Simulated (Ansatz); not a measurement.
`NB[SiH2]Cl`, 9 atoms. The species carries charge 0 and has multiplicity 1. All runs use 2 threads of an Arm Neoverse V2 on a shared host. Correlated methods freeze the cores.

**Question.** How many basis functions does each run have, and how long does it take in Ansatz? RKS ωB97M-V/def2-QZVPP energy; RKS PBE0-D4/def2-TZVP frequencies; RKS PBE-QIDH (frozen core)/def2-TZVPP energy; RKS ωB97X-V/def2-TZVPP energy; RKS PBE0-D4/def2-QZVPP energy; RKS B2PLYP (frozen core)/def2-TZVPP energy; RKS B97M-V/def2-TZVPP energy; RKS ωB97M-V/def2-SVP energy; RKS PBE0-D4/def2-SVP energy; RHF-CCSD(T)/def2-TZVPP energy; RHF-MP2/def2-QZVPP energy; RHF-CCSD(T)/def2-SVP energy. (Estimate.)

**Answer.** The calculation gave: Other jobs shared the machine, so times are rough.

```
                                level          job  functions  wall time  peak host memory (GiB)
                 RKS PBE0-D4/def2-SVP       energy         89      1.3 s                    0.15
                 RHF-CCSD(T)/def2-SVP       energy         89      3.1 s                    0.27
                 RKS ωB97M-V/def2-SVP       energy         89      5.5 s                    0.24
RKS PBE-QIDH (frozen core)/def2-TZVPP       energy        216      6.5 s                    0.46
  RKS B2PLYP (frozen core)/def2-TZVPP       energy        216      6.5 s                    0.46
               RKS ωB97X-V/def2-TZVPP       energy        216       10 s                    0.55
               RKS PBE0-D4/def2-QZVPP       energy        404       11 s                     1.1
                RKS B97M-V/def2-TZVPP       energy        216       13 s                    0.31
                   RHF-MP2/def2-QZVPP       energy        404       23 s                     1.8
               RKS ωB97M-V/def2-QZVPP       energy        404       24 s                     1.4
               RHF-CCSD(T)/def2-TZVPP       energy        216       96 s                       3
                RKS PBE0-D4/def2-TZVP  frequencies        166      2 min                    0.36
```
